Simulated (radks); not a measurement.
The numbers below are computed, except where a source is named.
Q: Code: a radial shooting solver on a logarithmic mesh with Libxc functionals. Model: non-relativistic Kohn-Sham, LDA (Slater exchange, Perdew-Wang correlation), spin-polarised, spherical densities, point nucleus; open shells are filled with parallel spins first. Response by self-consistent Sternheimer equations with the Hartree and adiabatic LDA kernel. For heavy and open-shell atoms this level of theory can miss by tens of per cent. Rank Fe6+, V3+, Ni8+, Mn5+, Sc+, Cr4+, Co7+, Ti2+, Ca (NIST ground configurations) by static dipole polarisability, largest first.

A: Ca 148.6, Sc+ 53.89, Ti2+ 5.152, V3+ 2.280, Cr4+ 1.367, Mn5+ 0.9301, Fe6+ 0.6767, Co7+ 0.5138, Ni8+ 0.4019 bohr^3.
